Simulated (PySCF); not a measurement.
Compound: C4H5AlS.
SMILES: `[AlH2][c]1cccs1`

The closed-shell ground state was solved at several levels (PySCF, density fitting, gas phase, non-relativistic). Geometry: PBE0-D3(BJ)/def2-SVP; no solvent, vibrations or thermal averaging.

| level | basis functions | total energy (Eh) | HOMO (eV) | LUMO (eV) | gap (eV) | dipole (D) |
| --- | --- | --- | --- | --- | --- | --- |
| B3LYP/cc-pVTZ | 258 | -796.1452 | -6.57 | -1.92 | 4.65 | 0.87 |
| B3LYP/6-31G* | 102 | -796.0186 | -6.32 | -1.84 | 4.48 | 0.93 |

(1) What might B3LYP/def2-TZVP (228 basis functions) give for the same quantities?

(2) Over all these levels, which gives the widest orbital gap and which the narrowest?

(3) How much does the basis alone move the frontier levels among the 3 B3LYP rows (the withheld one included)?

(4) How far do the dipole and the HOMO energy spread over the levels?

## Answers

(1) Total energy -796.1454 Eh, HOMO -6.60 eV, LUMO -1.91 eV, gap 4.69 eV, dipole 0.86 D.

(2) B3LYP/def2-TZVP has the widest, 4.69 eV, and B3LYP/6-31G* the narrowest, 4.48 eV. From the narrowest to the widest the HOMO moves by -0.28 eV and the LUMO by -0.07 eV.

(3) The HOMO by 0.28 eV and the LUMO by 0.08 eV. By rising basis size (HOMO, LUMO in eV): 6-31G* -6.32, -1.84; def2-TZVP -6.60, -1.91; cc-pVTZ -6.57, -1.92.

(4) The dipole runs from 0.86 to 0.93 D (mean 0.89 D) and the HOMO from -6.60 to -6.32 eV.
